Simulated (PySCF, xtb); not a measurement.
cyclohexasilane (H12Si6), SMILES [SiH2]1[SiH2][SiH2][SiH2][SiH2][SiH2]1.

Harmonic wavenumbers (cm⁻¹) from xtb with GFN2-xTB at its own minimum, in rising order: 55, 55, 87, 103, 103, 154, 310, 310, 325, 343, 343, 350, 385, 385, 419, 436, 474, 474, 492, 497, 530, 530, 534, 539, 539, 626, 626, 650, 650, 650, 831, 831, 837, 837, 837, 862, 2129, 2129, 2131, 2142, 2142, 2169, 2173, 2174, 2175, 2175, 2176, 2177.

### Question
What does B3LYP-D3(BJ)/def2-SVP in PySCF give at its own minimum? (Estimate from the structure and the level; the computed values follow.)

### Answer
60, 60, 106, 112, 112, 160, 336, 336, 347, 382, 382, 396, 396, 420, 456, 456, 478, 505, 525, 557, 624, 635, 635, 661, 661, 741, 741, 749, 749, 771, 909, 909, 910, 925, 925, 943, 2185, 2186, 2186, 2190, 2190, 2194, 2198, 2198, 2200, 2201, 2201, 2208. Paired by order, the mean absolute difference is 52 cm⁻¹ and the zero-point energies are 61.3 and 64.9 kcal/mol.
